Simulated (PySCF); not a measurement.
BrIPb, SMILES [Pb]([Br])[I], singlet (B3LYP/def2-SVP optimised geometry):

```
3

Pb    -1.137    -1.295     0.000
Br    -1.725     1.295     0.000
I      1.725    -1.295     0.000
```

Method: B3LYP/def2-TZVP, def2 effective core potentials past Kr run with PySCF.

Question: What are the frontier orbital energies and the dipole moment?

Answer: HOMO-2 -7.41 eV, HOMO-1 -7.38 eV, HOMO -7.15 eV, LUMO -3.58 eV, LUMO+1 -1.98 eV; dipole moment 4.12 D.

On the same geometry PBE/def2-TZVP, def2 effective core potentials past Kr run with PySCF gives HOMO-2 -6.58 eV, HOMO-1 -6.57 eV, HOMO -6.32 eV, LUMO -3.94 eV, LUMO+1 -2.39 eV; dipole moment 3.84 D.
